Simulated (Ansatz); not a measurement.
Ansatz (a program for electronic structure) input (HF/6-31G* with LANL2DZ past Ar): The .json file joins the Basis Set Exchange's 6-31G* for atoms up to Ar and LANL2DZ past it.

Ansatz 0.2 input:
```yaml
crystal:
  periodic: [false, false, false]
  atoms:
    - {symbol: Bi, position_ang: [-0.25924326, -0.14040965, 0.35458160]}
    - {symbol: Cl, position_ang: [-0.27260811, 1.96888153, -0.88368414]}
    - {symbol: Cl, position_ang: [1.53832520, -1.28335204, -0.84750835]}
basis:
  gaussian:
    orbitals: 6-31Gs+LANL2DZ.json
hamiltonian:
  xc: {name: HF}
magnetization: {spin_polarized: true, initial_magnetization: 1}
phonons: {temperatures: {t_min: 298.15, t_max: 298.15, t_step: 100}}
```

Output:

```
Functional definition: HF
integrals: 0.01 GiB planned
510 factors; integrals over basis functions are off by at most 1.0e-4 eV
mean field: 0.11 GiB planned
mean field evaluation 1: about -25150.4409 eV, gradient 1.2e1 eV
mean field evaluation 2: about -25150.4465 eV, gradient 1.2e1 eV
mean field evaluation 4: about -25151.6398 eV, gradient 8.8e-1 eV
mean field evaluation 8: about -25151.6620 eV, gradient 4.0e-3 eV
mean field -25151.66195845 eV, -924.3065285641 hartree, gradient 1.4e-5 eV, S^2 0.755376; 0 other end points of the search recorded, 0 dependent functions left out
the calculation of the forces begins
reference -25151.66195845 eV, -924.3065285641 hartree; 20, 19 occupied and 26, 27 virtual orbitals, 510 factors
these checks for a lower state are left out or cut short: stability, starts, cluster_reference, orbital_swaps, neighbouring_geometries, increment
integrals: 0.01 GiB planned
510 factors; integrals over basis functions are off by at most 1.0e-4 eV
mean field: 0.11 GiB planned
mean field evaluation 16: about -25151.6619 eV, gradient 6.3e-5 eV
mean field -25151.66193210 eV, -924.3065275957 hartree, gradient 1.3e-6 eV, S^2 0.755352; 0 other end points of the search recorded, 0 dependent functions left out
the calculation of the forces begins
reference -25151.66193210 eV, -924.3065275957 hartree; 20, 19 occupied and 26, 27 virtual orbitals, 510 factors
these checks for a lower state are left out or cut short: stability, starts, cluster_reference, orbital_swaps, neighbouring_geometries, increment
integrals: 0.01 GiB planned
510 factors; integrals over basis functions are off by at most 1.0e-4 eV
mean field: 0.11 GiB planned
mean field -25151.66193172 eV, -924.3065275818 hartree, gradient 2.7e-6 eV, S^2 0.755400; 0 other end points of the search recorded, 0 dependent functions left out
the calculation of the forces begins
reference -25151.66193172 eV, -924.3065275818 hartree; 20, 19 occupied and 26, 27 virtual orbitals, 510 factors
these checks for a lower state are left out or cut short: stability, starts, cluster_reference, orbital_swaps, neighbouring_geometries, increment
integrals: 0.01 GiB planned
510 factors; integrals over basis functions are off by at most 1.0e-4 eV
mean field: 0.11 GiB planned
mean field evaluation 32: about -25151.6620 eV, gradient 2.7e-6 eV
mean field -25151.66195022 eV, -924.3065282617 hartree, gradient 2.7e-6 eV, S^2 0.755388; 0 other end points of the search recorded, 0 dependent functions left out
the calculation of the forces begins
reference -25151.66195022 eV, -924.3065282617 hartree; 20, 19 occupied and 26, 27 virtual orbitals, 510 factors
these checks for a lower state are left out or cut short: stability, starts, cluster_reference, orbital_swaps, neighbouring_geometries, increment
integrals: 0.01 GiB planned
510 factors; integrals over basis functions are off by at most 1.0e-4 eV
mean field: 0.11 GiB planned
mean field -25151.66195268 eV, -924.3065283521 hartree, gradient 2.9e-6 eV, S^2 0.755364; 0 other end points of the search recorded, 0 dependent functions left out
the calculation of the forces begins
reference -25151.66195268 eV, -924.3065283521 hartree; 20, 19 occupied and 26, 27 virtual orbitals, 510 factors
these checks for a lower state are left out or cut short: stability, starts, cluster_reference, orbital_swaps, neighbouring_geometries, increment
integrals: 0.01 GiB planned
510 factors; integrals over basis functions are off by at most 1.0e-4 eV
mean field: 0.11 GiB planned
mean field -25151.66194025 eV, -924.3065278954 hartree, gradient 1.8e-6 eV, S^2 0.755356; 0 other end points of the search recorded, 0 dependent functions left out
the calculation of the forces begins
reference -25151.66194025 eV, -924.3065278954 hartree; 20, 19 occupied and 26, 27 virtual orbitals, 510 factors
these checks for a lower state are left out or cut short: stability, starts, cluster_reference, orbital_swaps, neighbouring_geometries, increment
integrals: 0.01 GiB planned
510 factors; integrals over basis functions are off by at most 1.0e-4 eV
mean field: 0.11 GiB planned
mean field -25151.66194435 eV, -924.3065280461 hartree, gradient 1.4e-6 eV, S^2 0.755396; 0 other end points of the search recorded, 0 dependent functions left out
the calculation of the forces begins
reference -25151.66194435 eV, -924.3065280461 hartree; 20, 19 occupied and 26, 27 virtual orbitals, 510 factors
Total energy: -25151.66195845 eV, -924.3065285641 hartree
Atom 0 at    -0.259243    -0.140410     0.354582 Å, force     0.000095     0.000051    -0.000130 eV/Å
Atom 1 at    -0.272608     1.968882    -0.883684 Å, force    -0.000654     0.001063     0.000053 eV/Å
Atom 2 at     1.538325    -1.283352    -0.847508 Å, force     0.000559    -0.001114     0.000077 eV/Å
Dipole moment:    -0.628448    -0.340376     0.859564 e Å
Vibrations: 112.96 318.39 334.54 cm⁻¹, zero-point energy 0.047479 eV
```

The blocks after the first are displaced geometries, from whose forces the wavenumbers follow.
